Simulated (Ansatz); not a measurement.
Cost and result up the ladder for Cu(CO) (CuCO) (3 atoms). Total charge 0; doublet. Geometry: r2SCAN-D4/def2-TZVP.

```xyz
3

Cu   -0.982    1.072   -0.593
C     0.117   -0.346   -0.093
O     0.865   -0.726    0.686
```

Ansatz on 4 threads of Arm Neoverse V2 on a shared host. Times are rough, and most runs start from the orbitals of an earlier one. ωB97X-V/def2-TZVP serves as the yardstick here, not as an exact answer. Differences are given only for rows in sets of like size (and for xTB, whose basis is part of the method), since another set adds its own error. Binding counts from free atoms at the same level (Cu doublet, C triplet, O triplet; other spins of the atoms weren't run), without zero-point energy or a counterpoise term.

The 6-31G sets use Cartesian d functions. LC-ωPBE has ω = 0.4 bohr⁻¹. B3LYP takes the VWN-RPA correlation. Correlated methods freeze 11 core orbitals.

Run but left out: HF/STO-3G (⟨S²⟩ 2.14, where a pure state has 0.75).

Correlated methods converge slowly with the basis.

```
                          level  functions  wall time
                       HF/6-31G         47     0.25 s
                PBE-D4/def2-SVP         59     0.55 s
                 B3LYP-D4/6-31G         47     0.65 s
                  MP2/def2-TZVP        107     0.65 s
               PBE0-D4/def2-SVP         59      0.7 s
              BLYP-D4/def2-TZVP        107     0.85 s
              PBE-D4/def2-TZVPD        125      1.1 s
              LC-ωPBE/def2-TZVP        107      1.2 s
             PBE0-D4/def2-TZVPD        125      1.4 s
PBE0-D4/def2-TZVP (with forces)        107      1.8 s
            r2SCAN-D4/def2-TZVP        107      1.9 s
           r2SCAN-D4/def2-TZVPD        125      2.2 s
              ωB97X-V/def2-TZVP        107      2.7 s
             CCSD(T)/def2-TZVPD        125      7.5 s
```

Q: Estimate what each level gives for the binding energy per atom (eV).

A: 
| level | binding energy per atom (eV) | difference from ωB97X-V/def2-TZVP (eV) |
| --- | --- | --- |
| HF/6-31G | 2.07 | – |
| PBE-D4/def2-SVP | 4.34 | – |
| B3LYP-D4/6-31G | 3.77 | – |
| MP2/def2-TZVP | 3.95 | 0.15 |
| PBE0-D4/def2-SVP | 3.94 | – |
| BLYP-D4/def2-TZVP | 4.01 | 0.22 |
| PBE-D4/def2-TZVPD | 4.18 | 0.38 |
| LC-ωPBE/def2-TZVP | 3.82 | 0.03 |
| PBE0-D4/def2-TZVPD | 3.84 | 0.05 |
| PBE0-D4/def2-TZVP (with forces) | 3.84 | 0.04 |
| r2SCAN-D4/def2-TZVP | 3.98 | 0.19 |
| r2SCAN-D4/def2-TZVPD | 3.99 | 0.19 |
| ωB97X-V/def2-TZVP | 3.79 | 0.00 |
| CCSD(T)/def2-TZVPD | 3.71 | -0.08 |
